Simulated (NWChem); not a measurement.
Species: BeSiH₄; SMILES [BeH][SiH3]

Program: NWChem. Coordinates come from a PBE0/def2-SVP optimisation. Vertical excitations in the gas phase; the lowest state need not have the same character in each row.

| level | lowest excitation, singlet (eV) | oscillator strength of that lowest state | orbital gap (eV) |
|---|---|---|---|
| PBE/def2-SVP, TDA | 4.85 | 0.011 | 4.55 |
| B3LYP/def2-SVP, TDA | 5.06 | 0.016 | 6.13 |
| CAM-B3LYP/def2-SVP, TDA | ? | 0.016 | ? |
| BHandHLYP/def2-SVP, TDA | 5.33 | 0.020 | 8.40 |

Q: Some entries are withheld; supply them.

A: 
- CAM-B3LYP/def2-SVP, TDA, lowest excitation, singlet (eV): 5.18
- CAM-B3LYP/def2-SVP, TDA, orbital gap (eV): 8.84
